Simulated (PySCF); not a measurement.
isocyanic acid (CHNO), singlet, geometry from GFN2-xTB. Base run: CCSD(T)/def2-SV(P) (PySCF).

The PySCF input:
```python
from pyscf import gto, scf, cc

mol = gto.M(
    atom='''
N    -1.09019945    0.19550444    0.26322046
C     0.04813358   -0.04939770    0.01378604
O     1.14545157   -0.10550804   -0.33882666
H    -1.82101787   -0.22808056    0.78535375
''',
    basis='def2-sv(p)',
    verbose=4,
)

mf = scf.RHF(mol)
mf.kernel()

mycc = cc.CCSD(mf)
mycc.kernel()
et = mycc.ccsd_t()
print('E(CCSD(T)) = %.10f' % (mycc.e_tot + et))
mf.analyze()
```

The base run was repeated with changes; each row names its change, and settings that it needs were set with it.

```tsv
change	ΔE vs base (mEh)	MP2 correlation (Eh)	CC correlation without the perturbative part (Eh)	basis functions
base	0.000	-0.46609	-0.46929	44
cc.diis_space = 10	0.000	-0.46609	-0.46929	44
method = cisd	62.763	-	-	44
frozen = 4	…	…	…	44
frozen = 3	…	…	…	44
frozen = 2	4.756	-0.46085	-0.46460	44
cc.conv_tol = 1e-5	0.000	-0.46609	-0.46929	44
cc.diis_space = 3	0.000	-0.46609	-0.46929	44
method = mp2	…	-0.46609	-	44
cc.direct = True	0.000	-0.46609	-0.46929	44
```

Task: Fill in the missing entries.

Result: 
- frozen = 4, ΔE vs base (mEh): 72.298
- frozen = 4, MP2 correlation (Eh): -0.39534
- frozen = 4, CC correlation without the perturbative part (Eh): -0.39881
- frozen = 3, ΔE vs base (mEh): 7.498
- frozen = 3, MP2 correlation (Eh): -0.45806
- frozen = 3, CC correlation without the perturbative part (Eh): -0.46192
- method = mp2, ΔE vs base (mEh): 21.034
